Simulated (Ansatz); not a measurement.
`Cl[SiH](Cl)[O][GeH3]`. The species carries charge 0 and has multiplicity 1. The geometry is a stationary point of PBE0-D4/def2-TZVP. It is one conformer, not always the lowest.

```xyz
9

Cl    2.025    1.354   -1.093
Si    1.079   -0.457   -0.989
Cl    2.108   -1.611    0.352
O    -0.445   -0.274   -0.528
Ge   -1.309    0.401    0.888
H     1.134   -1.099   -2.309
H    -0.853   -0.380    2.126
H    -0.951    1.889    0.983
H    -2.789    0.177    0.570
```

(1) What is the dipole moment at r2SCAN/def2-TZVPP? (Best estimate.)

(2) And with PBE, B3LYP, ωB97M-V? (Best estimate.)

(3) Give the Mulliken charges with r2SCAN, B3LYP, ωB97M-V in def2-TZVPP. (An estimate is asked.)

Results:

(1) Ansatz gave: 2.06 D, with components (-1.88, 0.33, 0.78) D in this frame, pointing from negative to positive charge.

(2) Computed: PBE 2.01 D, B3LYP 2.05 D, ωB97M-V 2.08 D.

(3) The calculation gave: 
```csv
atom,r2SCAN,B3LYP,ωB97M-V
Cl1,-0.24,-0.24,-0.20
Si2,0.69,0.65,0.55
Cl3,-0.24,-0.24,-0.20
O4,-0.48,-0.45,-0.47
Ge5,0.32,0.30,0.24
H6,-0.06,-0.06,-0.01
H7,0.00,0.01,0.03
H8,0.00,0.01,0.03
H9,0.00,0.01,0.03
```

B3LYP here is the variant with VWN-RPA as its local correlation; programs differ in this.
